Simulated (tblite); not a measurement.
C6H11AsO.
Bonds: C1–C2 (double), C2–C3, C3–C4, C4–O5 (double), C4–C6, C6–C7, C7–As8. Hydrogens: H9, H10 on C1; H11 on C2; H12, H13 on C3; H14, H15 on C6; H16, H17 on C7; H18, H19 on As8.

Computed with GFN2-xTB (tblite), gas phase: L-BFGS steps from a force-field or distance-geometry start until the largest atomic force falls under 0.01 eV/Å.

Step 144: E = -675.8732 eV
```
atom  x, y, z in Å  |  force x, y, z in eV/Å
C1     -3.0439    0.3481   -0.0159    0.032  -0.024   0.048
C2     -2.3678   -0.7734    0.1565   -0.008   0.001   0.012
C3     -1.1156   -1.1259   -0.6006    0.001   0.005   0.017
C4      0.0676   -0.6928    0.2451    0.040  -0.043   0.066
O5      0.6550   -1.4635    0.9653   -0.033   0.055  -0.080
C6      0.4279    0.7708    0.1978    0.003   0.008   0.043
C7      1.9434    0.9742    0.1630   -0.004   0.001  -0.019
As8     2.9153   -0.0492    1.5788    0.006  -0.012  -0.026
H9     -2.7391    1.1029   -0.7240   -0.046  -0.065  -0.016
H10    -3.9332    0.5598    0.5528    0.014   0.020  -0.010
H11    -2.6856   -1.4993    0.8960    0.050   0.064  -0.079
H12    -1.0638   -2.2046   -0.7564   -0.018   0.018   0.007
H13    -1.0972   -0.6067   -1.5590    0.006  -0.008   0.000
H14    -0.0581    1.2730   -0.6416    0.014  -0.030   0.007
H15     0.0357    1.2027    1.1242   -0.018   0.021   0.025
H16     2.1512    2.0381    0.3195    0.013  -0.047  -0.012
H17     2.3260    0.6999   -0.8233    0.016   0.025   0.007
H18     4.2344    0.6364    1.2482   -0.046   0.006  -0.006
H19     3.3382   -1.1812    0.6963   -0.024   0.004   0.013
```

Step 145: E = -675.8746 eV
```
atom  x, y, z in Å  |  force x, y, z in eV/Å
C1     -3.0438    0.3535   -0.0205    0.005   0.055  -0.044
C2     -2.3664   -0.7648    0.1613    0.038  -0.053   0.031
C3     -1.1201   -1.1305   -0.6003   -0.023   0.029   0.012
C4      0.0697   -0.7013    0.2380    0.008   0.014   0.024
O5      0.6643   -1.4761    0.9457    0.023  -0.010  -0.016
C6      0.4271    0.7634    0.2004   -0.003   0.028   0.028
C7      1.9413    0.9737    0.1695    0.014  -0.008  -0.013
As8     2.9206   -0.0544    1.5788   -0.019  -0.021  -0.051
H9     -2.7501    1.0929   -0.7526   -0.067  -0.100   0.054
H10    -3.9290    0.5725    0.5529    0.035   0.029  -0.021
H11    -2.6765   -1.4755    0.9187    0.060   0.049  -0.083
H12    -1.0752   -2.2097   -0.7539   -0.024   0.018   0.021
H13    -1.1012   -0.6154   -1.5611   -0.003   0.000  -0.001
H14    -0.0582    1.2726   -0.6354    0.007  -0.048  -0.005
H15     0.0314    1.1905    1.1271   -0.020   0.009   0.042
H16     2.1419    2.0377    0.3320    0.023  -0.032   0.000
H17     2.3285    0.7091   -0.8175    0.007   0.018   0.004
H18     4.2327    0.6450    1.2563   -0.034   0.012  -0.008
H19     3.3530   -1.1741    0.6834   -0.027   0.012   0.027
```

Step 146: E = -675.8757 eV
```
atom  x, y, z in Å  |  force x, y, z in eV/Å
C1     -3.0537    0.3556   -0.0295    0.106  -0.120  -0.056
C2     -2.3655   -0.7570    0.1691   -0.066   0.108   0.023
C3     -1.1259   -1.1310   -0.5971    0.001   0.056   0.001
C4      0.0739   -0.7061    0.2304   -0.003   0.017   0.006
O5      0.6789   -1.4864    0.9220    0.038  -0.045   0.016
C6      0.4299    0.7586    0.2019    0.009   0.028   0.005
C7      1.9434    0.9740    0.1764    0.037  -0.005  -0.002
As8     2.9283   -0.0603    1.5791   -0.072  -0.025  -0.046
H9     -2.7779    1.0798   -0.7843   -0.050  -0.116   0.076
H10    -3.9354    0.5777    0.5460    0.015   0.038   0.005
H11    -2.6623   -1.4522    0.9470    0.061   0.065  -0.104
H12    -1.0857   -2.2102   -0.7499   -0.029   0.004   0.032
H13    -1.1089   -0.6193   -1.5595   -0.008   0.009  -0.007
H14    -0.0545    1.2722   -0.6309   -0.002  -0.044  -0.027
H15     0.0310    1.1815    1.1287   -0.023   0.003   0.059
H16     2.1360    2.0376    0.3483    0.038  -0.022   0.006
H17     2.3411    0.7207   -0.8099   -0.031   0.015   0.007
H18     4.2340    0.6443    1.2597    0.003   0.038  -0.012
H19     3.3635   -1.1703    0.6753   -0.023  -0.005   0.018
```

Q: Estimate the geometry and energy of step 147. (The exact step hangs on the optimiser's Hessian estimate; all steps are aligned on step 146, rigid shifts and turns removed.)

A: E = -675.8773 eV, largest force 0.108 eV/Å
```
atom  x, y, z in Å  |  force x, y, z in eV/Å
C1     -3.0480    0.3613   -0.0297    0.011  -0.026  -0.104
C2     -2.3621   -0.7498    0.1703   -0.001   0.036   0.031
C3     -1.1276   -1.1346   -0.5982   -0.005   0.045   0.000
C4      0.0761   -0.7120    0.2244   -0.004   0.026   0.003
O5      0.6899   -1.4967    0.9026    0.047  -0.051   0.033
C6      0.4258    0.7548    0.2061    0.012   0.007   0.003
C7      1.9387    0.9730    0.1786    0.040  -0.008   0.027
As8     2.9275   -0.0621    1.5790   -0.063  -0.021  -0.060
H9     -2.7795    1.0728   -0.7981   -0.042  -0.073   0.068
H10    -3.9270    0.5918    0.5482    0.043   0.027  -0.002
H11    -2.6545   -1.4345    0.9559    0.049   0.004  -0.047
H12    -1.0930   -2.2152   -0.7461   -0.031   0.018   0.035
H13    -1.1087   -0.6282   -1.5630   -0.015   0.019  -0.017
H14    -0.0597    1.2698   -0.6248   -0.014  -0.035  -0.029
H15     0.0245    1.1727    1.1354   -0.001  -0.014   0.029
H16     2.1278    2.0360    0.3527    0.049   0.004   0.017
H17     2.3393    0.7243   -0.8075   -0.049   0.004  -0.003
H18     4.2289    0.6537    1.2639   -0.002   0.028  -0.007
H19     3.3719   -1.1678    0.6729   -0.026   0.011   0.023
```

The energy changes by -0.0016 eV. The first-order estimate −F·Δx gives -0.0024 eV and the mean of the old and new forces, exact on a quadratic surface, -0.0016 eV. The step makes an angle of 82° with the force vector and moves no atom by more than 0.025 Å.

What follows is the cost of the whole relaxation. The run took 2.6 s of wall time on one thread of an Arm Neoverse N1, no GPU (shared host).
